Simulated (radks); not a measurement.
The numbers below are computed, except where a source is named.
Q: The mean radii <r> (bohr) of the occupied orbitals of an atom or ion are listed with their occupations. Level of theory: non-relativistic Kohn-Sham, TPSS, spin-polarised, spherical densities, point nucleus; meta-GGA in the generalised Kohn-Sham scheme (a radial shooting solver on a logarithmic mesh with Libxc functionals).

orbital  occ.      <r>
1s up       1  0.03041
1s down     1  0.03041
2s up       1   0.1314
2s down     1   0.1314
2p up       3   0.1121
2p down     3   0.1121
3s up       1   0.3522
3s down     1   0.3522
3p up       3   0.3434
3p down     3   0.3434
3d up       5   0.3148
3d down     5   0.3148
4s up       1   0.8496
4s down     1   0.8496
4p up       3   0.8997
4p down     3   0.8994
4d up       5    1.089
4d down     5    1.084
5s up       1    2.401
5s down     1    2.398
5p up       1    2.902

Name the element and its charge. Open shells, if any, are filled with parallel spins first.

A: Z = 50, tin, charge +1: Sn+ in [Kr] 4d10 5s2 5p1. The 1s radius gives Z: for a bare nucleus <r> = 1.5/Z, 0.03 bohr for Z = 50, and screening makes it slightly larger (0.03041 here). The occupations add up to 49, and the charge is Z minus that.
